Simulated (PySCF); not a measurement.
A GIAO shielding run with PySCF 2.14.0 with density-fitted response routines (density fitting, non-relativistic, gas phase) on SMILES CCC[SiH2][SiH2]C#N, C₄H₁₁NSi₂:

```
$ OMP_NUM_THREADS=1 python probes_run.py task.json out

{"job": {"kind": "nmr", "xc": "PBE0", "basis": "pcSseg-1"}, "charge": 0, "multiplicity": 1}
C     -2.805472     0.046274     1.032709
C     -1.881494     0.034351    -0.179827
C     -0.412500    -0.048914     0.224854
Si     0.776047    -0.073739    -1.261516
Si     2.966136    -0.213176    -0.517078
C      3.303956     1.210670     0.644031
N      3.468025     2.098657     1.350370
H     -2.675594    -0.861097     1.619652
H     -2.584464     0.899690     1.670744
H     -3.846674     0.108530     0.723259
H     -2.132449    -0.818157    -0.815736
H     -2.045511     0.940963    -0.766892
H     -0.265135    -0.946187     0.831695
H     -0.174264     0.799367     0.871634
H      0.541805     1.124477    -2.079517
H      0.445048    -1.230482    -2.108529
H      3.315295    -1.385878     0.295750
H      3.998485    -0.058980    -1.547260
```

Hardware: 1 thread of an Arm Neoverse N1, shared host. The job also computes population analyses, field gradients.

(1) How large is the calculation?

(2) How long does it take, and how much memory does it need?

Results:

(1) 70 electrons, 188 basis functions and 1016 auxiliary functions.

(2) 51 s of wall time, with 14 SCF cycles and 5 response iterations; peak memory 0.78 GiB. Times on a shared host scatter by some tens of per cent.
